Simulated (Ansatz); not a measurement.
Sn₃₁H₃₆, a nanocrystal cut from cubic tin. The state is a singlet with charge 0. Geometry r2SCAN-D4/def2-SVP, basis def2-SVP, Ansatz.

```xyz
67

Sn    2.349    4.592    2.234
Sn    0.502    1.239    5.423
Sn    4.101    3.044   -1.637
Sn    4.143   -1.395   -2.683
Sn    0.543   -3.138    4.170
Sn    2.324   -4.478    0.230
Sn    2.299    0.005    1.307
Sn   -1.636    2.326    1.408
Sn    0.164    0.928   -2.657
Sn   -1.657   -2.139    0.260
Sn    0.049    5.351   -1.588
Sn   -3.343   -0.778    4.387
Sn   -5.656    0.296    0.070
Sn    0.173   -3.555   -3.739
Sn   -3.743   -1.250   -3.762
Sn    3.713    2.431    1.077
Sn    1.944   -0.706    4.010
Sn   -0.225    4.747    1.136
Sn   -1.945    1.638    4.120
Sn    3.730   -2.052    0.016
Sn    5.551    1.018   -2.922
Sn    1.578    3.354   -2.832
Sn    1.618   -1.149   -3.887
Sn    1.986   -5.186    2.919
Sn   -1.981   -2.789    2.982
Sn   -0.174   -4.168   -1.020
Sn   -0.223    0.284    0.066
Sn   -4.209    2.677    0.332
Sn   -2.274    1.119   -4.042
Sn   -4.136   -1.788   -1.034
Sn   -2.320   -3.318   -4.999
H     3.205    6.040    1.858
H     2.292    4.464    3.948
H     0.190    0.655    7.014
H     1.395    2.700    5.578
H     4.964    4.539   -1.749
H     5.017   -2.676   -3.449
H     0.305   -3.519    5.841
H     3.208   -5.705   -0.609
H     0.798    6.891   -1.782
H    -1.497    5.433   -2.344
H    -3.396   -1.212    6.054
H    -4.969   -0.635    3.844
H    -6.256   -0.166    1.613
H    -7.022    0.571   -0.945
H     1.101   -4.814   -4.478
H    -5.288   -1.063   -4.517
H     5.254    2.240    1.839
H     3.507   -0.911    4.721
H    -1.118    6.004    1.919
H    -2.830    2.901    4.902
H     5.260   -2.218    0.807
H     7.112    0.871   -2.208
H     5.781    1.409   -4.583
H     1.786    3.742   -4.505
H     1.825   -0.718   -5.550
H     3.515   -5.390    3.687
H     1.142   -6.682    3.046
H    -2.862   -4.274    3.089
H    -1.062   -5.646   -0.875
H    -4.081    3.435   -1.207
H    -5.080    3.759    1.352
H    -3.184    2.476   -3.502
H    -1.916    1.381   -5.707
H    -5.040   -3.256   -0.893
H    -2.115   -2.982   -6.677
H    -3.185   -4.802   -4.874
```

```csv
run,HOMO (eV),LUMO (eV)
A,-5.88,-2.82
B,-5.75,-3.18
C,-5.66,-2.96
D,-6.46,-2.28
```

In the def2 sets Sn takes a core potential; there is no spin–orbit coupling. Single mean-field runs in def2-SVP are fitted with def2-universal-jkfit.

**Question.** The runs used LDA (SPW92), PBE, PBE0, r2SCAN. Estimate which is which.

**Answer.** A r2SCAN (0 % exact exchange); B LDA (SPW92) (0 % exact exchange); C PBE (0 % exact exchange); D PBE0 (25 % exact exchange). Exact exchange lowers occupied and raises empty levels; among semilocal functionals meta-GGAs tend to open the gap a little, and such runs are hard to tell apart. The gap grows from 2.57 eV (LDA (SPW92)) to 4.18 eV (PBE0).
